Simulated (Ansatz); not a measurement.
Computed with Ansatz on PBE0-D4/def2-TZVP structures; ΔE is electronic, products minus reactants. CCSD(T)/CBS is the MP2 limit (def2-TZVPP, def2-QZVPP) plus CCSD(T) − MP2 in def2-TZVPP, frozen cores. DFT in def2-TZVPP. Each species was taken in one conformer, which may not be the lowest.

Consider the formal exchange of groups at the Si–S bond: `C[SiH2]SS` + `COB[SiH3]` → `C[SiH2]OB[SiH3]` + `CSS`.

`C[SiH2]SS`:

```xyz
10

C    -0.004   -1.387    0.485
Si   -0.881    0.195    0.051
S     0.259    1.934    0.603
S     1.921    1.583   -0.570
H     0.165   -1.453    1.561
H    -0.602   -2.247    0.172
H     0.961   -1.437   -0.024
H    -1.168    0.262   -1.406
H    -2.151    0.346    0.815
H     1.499    2.203   -1.688
```

`COB[SiH3]`:

Cartesian coordinates in Å:
```
C 0.470 -0.669 -1.968
O 0.213 -0.660 -0.575
B -0.096 0.460 0.095
Si -0.440 0.352 2.087
H -0.243 -1.339 -2.451
H 1.480 -1.048 -2.135
H 0.378 0.335 -2.390
H -0.158 1.503 -0.512
H 0.530 1.220 2.817
H -1.803 0.874 2.398
H -0.332 -1.028 2.634
```

`C[SiH2]OB[SiH3]`:

Z-matrix (Å, degrees):
```
C
Si 1 1.857
H 1 1.094 2 109.3
H 1 1.092 2 111.6 3 -119.4
H 1 1.092 2 111.6 3 119.4
O 2 1.667 1 112.4 3 -180.0
H 2 1.484 1 111.1 3 61.1
H 2 1.484 1 111.2 3 -61.0
B 6 1.344 2 134.3 1 -0.4
Si 9 2.032 6 120.6 2 -180.0
H 9 1.210 6 119.2 2 0.1
H 10 1.492 9 109.7 6 121.6
H 10 1.492 9 109.7 6 -121.4
H 10 1.489 9 113.8 6 0.1
```

`CSS`:

Z-matrix (Å, degrees):
```
C
S 1 1.802
H 1 1.089 2 110.8
H 1 1.090 2 111.1 3 123.0
H 1 1.093 2 106.0 3 -118.4
S 2 2.037 1 103.0 3 -56.7
H 6 1.349 2 99.3 1 -87.6
```

CCSD(T)/CBS gives -0.78 eV.

**Question.** Another level gave -0.75 eV. Which?
A. revPBE/def2-TZVPP
B. HF/def2-TZVPP
C. BHLYP/def2-TZVPP
D. PBE-QIDH/def2-TZVPP

**Answer.** D. PBE-QIDH -0.75, revPBE -0.65, HF/def2-TZVPP -0.89, BHLYP -0.83 eV.

Largest T1 diagnostic among the species: 0.014.

In def2-TZVPP, CCSD(T) changes the Hartree–Fock value by +0.13 eV (the triples alone add +0.03 eV) and MP2 by +0.09 eV. At CCSD(T), def2-SVP lies +0.22 eV from the extrapolated value and def2-TZVPP +0.02 eV.
